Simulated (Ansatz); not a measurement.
`[CH3][In-]([CH3])([F])[SeH2+]`. Charge 0, multiplicity 1. In takes the def2 core potential. The geometry is a stationary point of PBE0-D4/def2-TZVP. It is one conformer, not always the lowest.

```xyz
13

C     1.844    0.474   -1.333
In   -0.035   -0.016   -0.442
C    -1.961    0.798   -0.001
F    -0.214   -2.038   -0.462
Se    0.842   -0.898    2.281
H     2.483   -0.408   -1.305
H     1.705    0.778   -2.371
H     2.327    1.290   -0.794
H    -2.434    1.181   -0.906
H    -1.881    1.613    0.719
H    -2.585    0.005    0.415
H    -0.518   -0.773    2.819
H     0.428   -2.006    1.379
```

Task: What is the dipole moment at PBE/def2-TZVPP? (Estimate.)

Result: Computed: 2.76 D, with components (0.11, 2.41, 1.35) D in this frame, pointing from negative to positive charge.

Task: And with r2SCAN, B3LYP, ωB97M-V? (Estimate.)

Result: The calculation gave: r2SCAN 2.83 D, B3LYP 2.91 D, ωB97M-V 2.90 D.

Task: Give the Mulliken charges with PBE, r2SCAN, B3LYP in def2-TZVPP. (Estimate.)

Result: Ansatz gave: 
| atom | PBE | r2SCAN | B3LYP |
| --- | --- | --- | --- |
| C1 | -0.54 | -0.44 | -0.55 |
| In2 | 0.78 | 0.79 | 0.88 |
| C3 | -0.54 | -0.45 | -0.55 |
| F4 | -0.51 | -0.55 | -0.56 |
| Se5 | -0.14 | -0.14 | -0.13 |
| H6 | 0.12 | 0.10 | 0.12 |
| H7 | 0.11 | 0.09 | 0.11 |
| H8 | 0.11 | 0.08 | 0.11 |
| H9 | 0.12 | 0.09 | 0.11 |
| H10 | 0.11 | 0.08 | 0.11 |
| H11 | 0.12 | 0.10 | 0.12 |
| H12 | 0.09 | 0.09 | 0.08 |
| H13 | 0.16 | 0.17 | 0.16 |

B3LYP here is the variant with VWN-RPA as its local correlation; programs differ in this.
